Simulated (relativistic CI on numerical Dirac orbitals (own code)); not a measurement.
## Radial parameters of As25+

These numbers are calculated, not measured: Dirac-Coulomb-Breit CI, KLI orbitals optimised for each configuration, QED by a radiative potential, unscaled Slater integrals (own radial code, finite nucleus).

Slater integrals F^k, G^k are unscaled and averaged over j, outside the closed core 1s2; ζ comes from projecting the Hamiltonian with its Breit term on Σ l·s of the shell.

- 2s²2p⁴: F^2(2p,2p) = 566120, ζ(2p) = 207660 cm⁻¹; <r>(2p) = 0.1681, <r^2>(2p) = 0.03428 (bohr units).
- 2s2p⁵: G^1(2s,2p) = 611040, ζ(2p) = 206130 cm⁻¹; <r>(2s) = 0.1946, <r^2>(2s) = 0.04444, <r>(2p) = 0.1686, <r^2>(2p) = 0.03447 (bohr units).
- 2p⁵3s: ζ(2p) = 210360, G^1(2p,3s) = 57893 cm⁻¹; <r>(2p) = 0.1673, <r^2>(2p) = 0.03395, <r>(3s) = 0.4648, <r^2>(3s) = 0.2455 (bohr units).

Averages of the first 10 configurations, taken without configuration mixing, which lowers the lowest level and can move excited configurations by several eV; other configurations of the list can lie among them:

```
Configuration  Parity  States  Average energy above the lowest level (eV)
       2s²2p⁴    even      15                                        30.7
        2s2p⁵     odd      12                                       201.2
          2p⁶    even       1                                       396.0
        2p⁵3s     odd      12                                      1850.0
        2p⁵3p    even      36                                      1894.9
        2p⁵3d     odd      60                                      1947.4
     2s²2p³3s     odd      40                                      1516.1
     2s²2p³3p    even     120                                      1564.7
     2s²2p³3d     odd     200                                      1617.7
      2s2p⁴3s    even      60                                      1670.8
```
